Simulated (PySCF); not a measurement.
Dipole response of Cl- (chlorine, charge -1)

[Ar], closed-shell 1S. Calculation: PySCF 2.14, in aug-cc-pV(T+d)Z; the non-relativistic Hamiltonian (point nucleus). Coupled (time-dependent) response in atomic units; α is the mean over directions.

```tsv
method	mean α (bohr³)	C₆ (like pair)	S(−4)
UHF	25.84	224.5	174.3
PBE0	28.86	258.8	238.5
M06-2X	27.50	239.6	213.4
```

S(−4) is the Cauchy moment in α(ω) = α(0) + S(−4) ω² + …

α(iu) at M06-2X:

```
u (hartree)  α(iu) (bohr³)
          0          27.50
     0.0500          26.98
      0.100          25.60
      0.200          21.64
      0.300          17.69
      0.500          11.70
      0.750          7.298
       1.00          4.869
       1.50          2.560
       2.00          1.570
       3.00         0.7732
       5.00         0.3192
```

A single London oscillator, α(iu) = α/(1 + u²/ω²), gives C₆ = (3/4) ω α². Matching the computed C₆ needs ω = 4 × 239.6 / (3 × 27.50²) = 0.422 hartree.

For an ion, C₆ is the dispersion term alone; charge-induced terms of lower order in 1/R come first.
